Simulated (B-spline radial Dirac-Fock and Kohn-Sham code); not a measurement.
# Binding energies of Mn¹²⁺ at several levels of theory

System: Mn¹²⁺ in the configuration 1s2 2s2 2p6 3s2 3p1.

The density-functional columns are spherical, spin-unpolarised Dirac-Kohn-Sham results without Breit or QED terms: −ε is minus the orbital energy of the initial state and ΔSCF the difference of two total energies. The reference in the last column comes from Dirac-Fock ΔSCF + Breit + QED. All numbers are from a B-spline atomic structure program, in eV; a selection of levels is shown.

```
level  LDA −ε  LDA ΔSCF  Dirac-Fock
   1s  6760.2    6926.2      6915.7
   2s  1073.8    1112.4      1132.4
2p1/2   971.1    1015.2      1012.7
2p3/2   960.5    1004.1      1002.2
   3s   359.3     374.5       371.1
   3p   326.5     341.9       341.1
```

Values without a named source are computed, but for edge energies of neutral atoms, which are taken from tables.
